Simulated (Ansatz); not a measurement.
A nudged elastic band was laid between two geometries of CH6BO2 (10 atoms, charge 1, multiplicity 1).

The calculation used Ansatz, RKS PBE-D4/def2-SVP.

- movable images: 7
- climbing image: yes
- spring: 5.0 eV/Å²
- optimiser: quadratic models (default)
- start path: through a guess of the saddle point
- force threshold: 0.05 eV/Å
- iteration limit: 60
- end points: relaxed

Image 0:

```xyz
10
Properties=species:S:1:pos:R:3
C -0.336 0.134 -1.192
B -0.006 -0.297 0.254
O -0.074 -1.412 0.969
O 0.565 0.771 1.162
H 0.592 0.389 -1.750
H -0.990 1.032 -1.224
H -0.846 -0.672 -1.752
H -0.423 -2.214 0.535
H 0.802 0.565 2.097
H 0.715 1.705 0.901
```

Image 8:

```xyz
10
Properties=species:S:1:pos:R:3
C -0.339 0.232 -1.269
B -0.059 -0.377 0.121
O -0.183 -1.629 0.519
O 0.459 0.631 1.159
H 0.604 0.274 -1.859
H -0.767 1.255 -1.252
H -1.033 -0.428 -1.827
H 0.036 -1.986 1.399
H 0.717 0.449 2.091
H 0.565 1.579 0.918
```

Question: Which bonds break or form, and what moves?

Answer: No bond is made or broken. The dihedral O4–B2–O3–H8 goes from -180 to -1°.

Question: Give the energies along the band, and the barrier.

Answer: The forces met the threshold. The highest image is number 5 of 0 to 8, 10.3 kcal/mol above the first end and 3.4 kcal/mol above the last; the last end lies 6.8 kcal/mol above the first. A vibrational analysis at the climbing image gives one clearly imaginary mode, 569i cm⁻¹: a first-order saddle point. Limits of this set-up: the dipole of an ion depends on the origin.

```
image  path coordinate (Å)  energy (kcal/mol)  dihedral O4–B2–O3–H8 (°)
    0                 0.00                0.0                      -180
    1                 0.46                0.0                       180
    2                 0.92                0.1                      -180
    3                 1.38                0.1                       180
    4                 1.84                4.1                      -152
    5                 2.30               10.3                       -78
    6                 2.78                7.1                       -11
    7                 3.26                6.8                        -1
    8                 3.75                6.8                        -1
```

Question: What is the geometry of the highest image?

Answer: 
```xyz
10
Properties=species:S:1:pos:R:3
C -0.329 0.226 -1.249
B -0.019 -0.327 0.157
O -0.138 -1.522 0.685
O 0.427 0.730 1.188
H 0.380 -0.225 -1.978
H -0.300 1.325 -1.373
H -1.334 -0.138 -1.554
H 0.368 -2.292 0.981
H 0.512 0.527 2.148
H 0.432 1.694 0.994
```

Question: What are the harmonic wavenumbers there?

Answer: 569i, 59, 276, 305, 316, 382, 400, 462, 606, 758, 836, 873, 989, 1271, 1360, 1377, 1522, 1578, 2979, 3053, 3095, 3569, 3679, 3862 cm⁻¹.

Time of the run: 3.6 min on 1 thread of Arm Neoverse V1, with other jobs on the host, peak memory 0.11 GiB.
